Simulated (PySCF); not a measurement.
Excitations are Tamm–Dancoff values on a coarser integration grid. The basis has no diffuse functions, so Rydberg states are missing or too high.

H$_{4}$AlClN$_{2}$, SMILES `[NH2][Al]([NH2])[Cl]` (charge 0, multiplicity 1)

These are PBE-D3(BJ)/def2-TZVP (PySCF) values and carry that method's errors.

```yaml
HOMO: -5.79 eV
dipole_moment: 2.49 D
HOMO–LUMO gap: 4.84 eV
LUMO: -0.96 eV
S1 excitation (TDA): 4.94 eV
S1 oscillator strength: 0.000
brightest of the four lowest singlets (TDA): 5.55 eV
T1 excitation (TDA): 4.66 eV
S1–T1 gap (TDA): 0.28 eV
total_energy: -22158.47 eV
cost: about 6 core-minutes (a rough figure)
```

```xyz
8

N      1.5815     0.2012    -0.0382
Al    -0.1687     0.4684    -0.0435
N     -1.3504    -0.8425     0.0977
Cl    -0.8819     2.4479    -0.2271
H      2.2635     0.9478    -0.1187
H      2.0430    -0.6983     0.0435
H     -1.1327    -1.8287     0.1909
H     -2.3542    -0.6958     0.0954
```
Charge 0, spin multiplicity 1.
